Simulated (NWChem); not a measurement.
Everything below was run with NWChem. System: H3O (+1), charge 1, spin multiplicity 1, at a geometry optimised with B3LYP/def2-SVP. The structure started from a generated list of species. Level: HF/aug-cc-pVDZ.

Part of the output:

```
             Northwest Computational Chemistry Package (NWChem) 7.3.0
             --------------------------------------------------------

                                NWChem Input Module
                                -------------------

 Scaling coordinates for geometry "geometry" by  1.889725989
 (inverse scale =  0.529177249)

 Turning off AUTOSYM since
 SYMMETRY directive was detected!

                             Geometry "geometry" -> ""
                             -------------------------

 Output coordinates in angstroms (scale by  1.889725989 to convert to a.u.)

  No.       Tag          Charge          X              Y              Z
 ---- ---------------- ---------- -------------- -------------- --------------
    1 O                    8.0000    -0.00002500     0.07744200     0.00000000
    2 H                    1.0000    -0.47203300    -0.20667200     0.81769100
    3 H                    1.0000    -0.47203300    -0.20667200    -0.81769100
    4 H                    1.0000     0.94426500    -0.20619200     0.00000000

 Effective nuclear repulsion energy (a.u.)      13.8517465910

            Nuclear Dipole moment (a.u.)
            ----------------------------
        X                 Y               Z
 ---------------- ---------------- ----------------
    -0.0000018897     0.0000000000     0.0000000000

      Symmetry information
      --------------------

 Group name             Cs
 Group number              2
 Group order               2
 No. of unique centers     3

      Symmetry unique atoms

     1    2    4


 Summary of "ao basis" -> "" (spherical)
 ------------------------------------------------------------------------------
       Tag                 Description            Shells   Functions and Types
 ---------------- ------------------------------  ------  ---------------------
 *                        aug-cc-pvdz                 on all atoms

  xc_inp: hfexch multiplicative factor not found.
                              NWChem Property Module
                              ----------------------

                                 NWChem DFT Module
                                 -----------------

 Summary of "ao basis" -> "ao basis" (spherical)
 ------------------------------------------------------------------------------
       Tag                 Description            Shells   Functions and Types
 ---------------- ------------------------------  ------  ---------------------
[...]
     -   - - -        -----         -----         ----         -------
     0   0 0 0      1.000000     -5.000000     -5.000000     11.000000

     1   1 0 0      0.000197      0.000100      0.000100     -0.000002
     1   0 1 0     -0.605098     -0.302549     -0.302549      0.000000
     1   0 0 1      0.000000      0.000000      0.000000      0.000000

     2   2 0 0     -1.775097     -3.275281     -3.275281      4.775465
     2   1 1 0      0.000965     -0.000226     -0.000226      0.001416
     2   1 0 1     -0.000000     -0.000000     -0.000000      0.000000
     2   0 2 0     -4.607796     -2.618008     -2.618008      0.628221
     2   0 1 1     -0.000000     -0.000000     -0.000000      0.000000
     2   0 0 2     -1.775168     -3.275264     -3.275264      4.775360

 *** CALLING NEW AORESP DRIVER FOR CLOSED AND OPEN SHELLS ***
 Entering AOResponse driver routine

--------------------------------------------------------------------------------

          ****************
          *** RESPONSE ***
          ****************

 Response module for NWChem and dynamic CPKS solver

          -----------------------------------------------
          Solving response equations for perturbing field
          -----------------------------------------------

 number of frequencies:     1
 frequency in a.u.:  0.0000000E+00
 Perturbing field: electric
 Using El. Dipole Length Gauge

 Setting up CPKS with frequency omega =      0.00000000 a.u.

 STATIC response

                                NWChem CPHF Module
                                ------------------

  scftype          =     RHF
  nclosed          =        5
  nopen            =        0
  variables        =      225
  # of vectors     =        3
  tolerance        = 0.10D-03
  level shift      = 0.00D+00
  max iterations   =       50
  max subspace     =       30

 SCF residual:    6.5706553890260816E-005

Iterative solution of linear equations
  No. of variables      225
  No. of equations        3
  Maximum subspace       30
        Iterations       50
       Convergence  1.0D-04

   iter   nsub   residual    time
   ----  ------  --------  ---------
     1      3    5.17D-01       0.4
     2      6    2.16D-01       0.5
     3      9    8.93D-02       0.7
     4     12    9.90D-03       0.8
     5     15    1.34D-03       0.9
     6     18    2.55D-04       1.1
     7     21    2.71D-05       1.2

 Electric Dipole Response Matrix (nonzero elements):

              1        2        3
    1    6.7520   0.0005   0.0000
    2    0.0005   5.2119   0.0000
    3    0.0000   0.0000   6.7520

 ------------------------------------------
 average:         6.23863 + I       0.00000

 DFT Linear Response polarizability / au
 Frequency  =       0.0000000 / au
 Wavelength = -999999.0000000 / nm
              X              Y              Z
 -----------------------------------------------
 X       6.7520273      0.0005281      0.0000000
 Y       0.0005281      5.2118669      0.0000000
 Z       0.0000000      0.0000000      6.7519898
 -----------------------------------------------
 Eigenvalues =       6.7520275      5.2118667      6.7519898
 Isotropic   =       6.2386280
 Anisotropic =       1.5401420
 -----------------------------------------------

 Magnetic Dipole Response Matrix (nonzero elements):
 Optical rotation tensor Beta

 *** static G'=0. Use GPRIME input with finite omega
 *** or better ORBETA without GPRIME for small or zero freq.

 zero matrix

 ------------------------------------------
 average:         0.00000 + I       0.00000

 Exiting AOResponse driver routine

          -------------
          Dipole Moment
          -------------

 Center of charge (in au) is the expansion point
         X =      -0.0000002 Y =       0.0000000 Z =       0.0000000

   Dipole moment        0.6050976470 A.U.
             DMX        0.0001976281 DMXEFC        0.0000000000
             DMY       -0.6050976147 DMYEFC        0.0000000000
             DMZ        0.0000000017 DMZEFC        0.0000000000
   -EFC- dipole         0.0000000000 A.U.
   Total dipole         0.6050976470 A.U.

   Dipole moment        1.5380164322 Debye(s)
             DMX        0.0005023244 DMXEFC        0.0000000000
             DMY       -1.5380163501 DMYEFC        0.0000000000
             DMZ        0.0000000042 DMZEFC        0.0000000000
   -EFC- dipole         0.0000000000 DEBYE(S)
   Total dipole         1.5380164322 DEBYE(S)

 1 a.u. = 2.541766 Debyes

 Task  times  cpu:        1.2s     wall:        1.2s

 Total times  cpu:        1.2s     wall:        1.2s
```

### Question
Write an NWChem input that would produce this output.

### Answer
This is not unique; one that fits is 
```
start mol
memory heap 200 mb stack 900 mb global 1100 mb
charge 1
geometry units angstroms nocenter noautoz
  O     -0.000025     0.077442     0.000000
  H     -0.472033    -0.206672     0.817691
  H     -0.472033    -0.206672    -0.817691
  H      0.944265    -0.206192     0.000000
  symmetry group Cs
end
basis spherical
  * library aug-cc-pvdz
end
dft
  xc hfexch
  semidirect memsize 60000000 filesize 0
  iterations 100
end
property
  dipole
  response 1 0.0
end
task dft property
```
